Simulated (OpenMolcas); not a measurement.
# Sc+: CASPT2 settings compared

```
Program             : OpenMolcas
Basis               : ANO-L-VQZP [7s6p4d3f2g]
Scalar Hamiltonian  : non-relativistic, point nucleus
Active space        : 2 electrons in 6 orbitals (3d 4s)
State averaging     : 2S+1 = 3 even, 15 roots; 2S+1 = 1 even, 21 roots kept (CI in the orbitals of an earlier block)
Spin-orbit coupling : state interaction with AMFI integrals over the reference wave functions, term energies averaged over their components
```

Methods on the same reference wave functions:
A. CASSCF
B. SS-CASPT2, IPEA 0.2 Eh, sigma1 regulariser 0.3 Eh (closed shells correlated: none)
C. MS-CASPT2, IPEA 0.2 Eh, sigma1 regulariser 0.3 Eh (closed shells correlated: none)

Energies in cm-1 above 3d 4s 3D1, the measured ground level; measured values from NIST Handbook of Basic Atomic Spectroscopic Data.

| Level | A | B | C | Measured |
| --- | --- | --- | --- | --- |
| 3d 4s 3D1 | 0.0 | 0.0 | 0.0 | 0.0 |
| 3d 4s 3D2 | 62.7 | 61.0 | 58.5 | 67.7 |
| 3d 4s 3D3 | 160 | 160 | 160 | 178 |
| 3d 4s 1D2 | 4038 | 1757 | 1146 | 2541 |
| 3d2 3F2 | 4210 | 4970 | 4970 | 4803 |
| 3d2 3F3 | 4294 | 5070 | 5070 | 4884 |
| 3d2 3F4 | 4422 | 5200 | 5200 | 4988 |
| 3d2 3P0 | 14225 | 13310 | 13310 | 12074 |
| 3d2 3P1 | 14259 | 13340 | 13340 | 12102 |
| 3d2 3P2 | 14289 | 13410 | 13410 |  |
| 3d2 1D2 | 14524 | 9880 | 10490 |  |
| 3d2 1G4 | 17125 | 15410 | 15410 | 14261 |
| 4s2 1S0 | 20082 | 17190 | 17190 | 11736 |
| 3d2 1S0 | 38660 | 27520 | 27520 | 25955 |

Deviations, from unrounded energies. A percentage is the sum of absolute deviations over the sum of measured energies, with the sign that they share, or ± where signs differ.

```
                        Against measurement  Levels      A      B      C
             mean absolute deviation (cm-1)      11   2900   1100   1100
      fine structure of the ground term (%)       2   -9.3  -10.0  -11.0
other terms of the ground configuration (%)       1  +58.9  -30.9  -54.9
                   other configurations (%)       8  ±33.0  +12.3  +12.3
```

B, C lie about equally close to measurement and A furthest from it. The largest miss of B in the table is 4s2 1S0, by +5500 cm-1. The ranking rests on the paired levels alone, and a cruder setting can come out closer through cancelling errors.

Between B and C the level of the table that moves most is 3d2 1D2, by 610 cm-1 (lowest in B, highest in C). Moves below CASPT2's spread within the term are not significant.

The mean deviations of B to C differ by less than CASPT2's widest spread within a term (280 cm-1), so their order carries little weight.

The lowest spin-free term lies below A's lowest term by 0.012 hartree in B, 0.012 hartree in C.

CASPT2 breaks the degeneracy within a term, and the mean is taken; among the terms shown or strongly mixed into the levels shown the widest spread is 280 cm-1 (3d2 1G, C). Over all roots computed the reference weight is 0.93 to 0.99 in B, 0.93 to 0.99 in C; the roots of lowest weight are the least certain, and an intruder state may touch them. Terms from blocks run as CI alone lack orbitals of their own. Configurations are named by rounded mean occupations; where the s occupation lies near a half they are strongly mixed, a name can repeat and a true partner stay unpaired. A single d shell beside an s shell can misplace configurations of different d count against each other. Without dynamic correlation excited terms often stand tens of per cent too high (terms of higher spin than the ground term too low), and those without a measured partner can miss by more than the paired ones (holds for A). Some levels mix across a computed gap that differs much from the measured one, so their mixing is not that of the real levels (holds for A). Computed and measured levels are paired by configuration, term and J; levels that our copy of the source lacks, or whose pairing is in doubt (as where it misses far off the trend of its configuration), stay unpaired and out of the deviations. Only configurations of the active space appear.
